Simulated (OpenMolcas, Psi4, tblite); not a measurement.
## How methods differ on AlSnSiH7 (SMILES [SiH3][AlH][SnH3])

AlSnSiH7: 10 atoms, total charge 0, spin state singlet. SMILES: `[SiH3][AlH][SnH3]`. Geometry: relaxed at PBE0-D4/def2-TZVP.

| atom | x (Å) | y (Å) | z (Å) |
| --- | --- | --- | --- |
| Si | -1.7276 | 1.0169 | -0.9874 |
| Al | 0.6309 | 0.3661 | -0.7718 |
| Sn | 1.4038 | -1.1437 | 1.2796 |
| H | -2.5845 | -0.2027 | -1.0560 |
| H | -2.0258 | 1.8525 | -2.1838 |
| H | -2.1545 | 1.7801 | 0.2215 |
| H | 1.7232 | 0.8245 | -1.8331 |
| H | 2.6080 | -0.3743 | 2.2246 |
| H | 0.1284 | -1.5415 | 2.3498 |
| H | 2.0814 | -2.6290 | 0.7598 |

Quantity: the energy change with the Sn3–H10 bond stretched from 1.713 to 3.084 Å, in eV. The values are calculated.

| level | kind | program | value (eV) | less CCSD(T)/def2-SVP |
| --- | --- | --- | --- | --- |
| IPEA1-xTB | semi-empirical | tblite | 3.50 | +0.98 |
| HF/def2-SVP (core potential) (restricted) | Hartree–Fock | OpenMolcas | 3.41 | +0.89 |
| SVWN5/def2-SVP (core potential) (restricted) | LDA | OpenMolcas | 2.72 | +0.20 |
| revPBE/def2-SVP (core potential) (restricted) | GGA | OpenMolcas | 2.56 | +0.04 |
| r2SCAN-D4/def2-SVP (density fitting, core potential) (restricted) | meta-GGA | Psi4 | 2.83 | +0.31 |
| M06-2X/def2-SVP (core potential) (restricted) | hybrid meta-GGA | OpenMolcas | 3.01 | +0.49 |
| B2PLYP/def2-SVP (core potential) (restricted) | double hybrid | OpenMolcas | 2.92 | +0.40 |
| MP2/def2-SVP (core potential) (restricted) | perturbation theory | OpenMolcas | 3.17 | +0.65 |
| CCSD(T)/def2-SVP (Cholesky decomposition, core potential) (restricted) | coupled cluster or CI | OpenMolcas | 2.52 | 0.00 |

Differences are taken from CCSD(T)/def2-SVP (Cholesky decomposition, core potential) (restricted) for orientation; it has basis-set and higher-order errors of its own. At this stretch a single reference begins to fail. The first shape isn't each level's own minimum. The values span 2.52 to 3.50 eV. In the correlated wave-function rows the outer d shell of Sn is correlated, in sets not made for it.
